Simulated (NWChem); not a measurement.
Molecule: BSiH$_{3}$OF$_{2}$; SMILES [SiH3]OB(F)F

```xyz
8

B     -0.0291     0.9795     0.0000
F     -0.7507     2.0831     0.0000
F      1.2921     1.1070     0.0000
O     -0.6202    -0.2228     0.0000
Si    -0.0138    -1.7933     0.0000
H      0.8105    -2.0110     1.2218
H      0.8105    -2.0110    -1.2218
H     -1.1921    -2.6980     0.0000
```
Atoms are numbered in this order, from 1.

Program: NWChem. Geometry: optimised at PBE0/def2-SVP.

Q: Order these by “orbital gap (eV)”, lowest first: PBE0/aug-pcseg-1; PBE0/def2-SVP; PBE0/STO-3G; PBE0/pcseg-1.

A: PBE0/aug-pcseg-1 (9.18), PBE0/pcseg-1 (9.52), PBE0/def2-SVP (9.90), PBE0/STO-3G (11.09)
